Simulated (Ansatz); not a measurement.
System: sum formula BNH$_{3}$ (charge +1, singlet). It need not be the lowest isomer of its formula. 
Geometry from a B3LYP-D3(BJ)/def2-TZVP (Ansatz, a program for electronic structure) optimisation:
```
N
B 1 1.3115
H 1 1.0214 2 123.45
H 1 1.0214 3 113.09 2 180.00
H 2 1.1685 3 155.55 1 180.00
```
Charge +1, spin multiplicity 1.

Basis-set convergence of Hartree-Fock and MP2 correlation energies (hartree) with Ansatz. Cores are frozen in the correlated levels unless marked. No spin-orbit coupling. Non-relativistic.

| basis | functions | E(HF) | E(corr, MP2) |
|---|---|---|---|
| def2-SVP | 43 | -80.55613 | -0.23120 |
| def2-TZVPP | 104 | -80.65043 | -0.28175 |
| def2-QZVPP | 204 | -80.65430 | -0.30164 |

Extrapolating the two largest sets (X = 3 and 4) as X^-3: E(corr) = (64·(-0.30164) - 27·(-0.28175))/37 = -0.3162 Eh, an estimate of the basis-set limit. The largest set recovers 95.4 % of it, the smallest 73.1 %.
